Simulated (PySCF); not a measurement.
Simulated absorption spectrum

C4H8N2Si2.
SMILES with atom numbers: `[CH:1]#[C:2][Si@@H:3]([CH2:4][C:5]#[N:6])[SiH2:7][NH2:8]` (hydrogens: H9 on C1; H10 on Si3; H11, H12 on C4; H13, H14 on Si7; H15, H16 on N8)

Structure used (GFN2-xTB), in Å, numbered top down from 1:
```xyz
16
C4H8N2Si2 angstrom
C     -1.367    1.137    2.580
C     -0.972    0.296    1.816
Si    -0.311   -0.935    0.599
C     -1.574   -0.801   -0.875
C     -1.252    0.332   -1.670
N     -0.921    1.249   -2.274
Si     1.861   -0.532   -0.090
N      1.906    1.127   -0.527
H     -1.721    1.865    3.253
H     -0.607   -2.258    1.183
H     -2.592   -0.698   -0.498
H     -1.525   -1.695   -1.498
H      2.836   -0.670    0.996
H      2.265   -1.484   -1.149
H      1.181    1.511   -1.115
H      2.787    1.565   -0.743
```

Method: PySCF 2.14.0, density-fitted response routines, TDDFT CAM-B3LYP/def2-SVPD, vertical, gas phase, core orbitals frozen in the response.

Computed states:

```json
{"state": "S1", "E (eV)": "5.89", "f": "0.0059"}
{"state": "S2", "E (eV)": "5.97", "f": "0.0008"}
{"state": "S3", "E (eV)": "6.23", "f": "0.0077"}
{"state": "S4", "E (eV)": "6.24", "f": "0.015"}
{"state": "S5", "E (eV)": "6.46", "f": "0.016"}
{"state": "S6", "E (eV)": "7.10", "f": "0.0047"}
{"state": "S7", "E (eV)": "7.17", "f": "0.054"}
{"state": "S8", "E (eV)": "7.30", "f": "0.055"}
```

Broadening: Gaussians 0.3 eV wide at half height, area fixed by f = 4.319×10⁻⁹ ∫ε dν̃. The cross-section is σ = 3.8235×10⁻²¹ ε cm², given in Mb (10⁻¹⁸ cm²). The width is an assumption, not a result. The curve ends short of the highest state used, and states not computed would add to its high-energy end.

Question: What does the envelope look like, and where are its maxima?

Answer: 
(λ (nm), σ (Mb)): (185.1, 1.00), (186.9, 2.25), (188.8, 4.20), (190.6, 6.17), (192.5, 7.85), (194.3, 8.95), (196.2, 9.60), (198.1, 9.49), (199.9, 8.46), (201.8, 6.62), (203.6, 4.84), (205.5, 3.51), (207.3, 2.90), (209.2, 2.61), (211.0, 2.35), (212.9, 1.92), (214.8, 1.38), (216.6, 0.88), (218.5, 0.48), (220.3, 0.24), (222.2, 0.10), (224.0, 0.04), (225.9, 0.01), (227.7, 0.00)

Maxima: 197 nm (6.29 eV), ε about 2500, made up of S3 (24%), S4 (50%) and S5 (26%) (ε in L mol⁻¹ cm⁻¹; maxima over ε = 5, shares over 10%).

Question: Coming from long wavelengths, where does ε first pass 100 L mol⁻¹ cm⁻¹?

Answer: At about 219 nm (5.66 eV), 0.23 eV below S1.

Question: On this curve, what absorbance would a 10⁻⁵ mol/L sample give at 222 nm over a 1 cm path?

Answer: 222 nm is 5.585 eV, where ε is about 29 L mol⁻¹ cm⁻¹, so A = ε c l ≈ 0.00029 (Beer–Lambert, with the gas-phase spectrum and the assumed width).

Question: What would ε be at 6.29 eV, the highest of these maxima, with half the width (0.15 eV)?

Answer: About 3090 L mol⁻¹ cm⁻¹ against 2530, a factor of about 1.2; a lone state at its own centre would give exactly 2.

One conformer stands for the species.
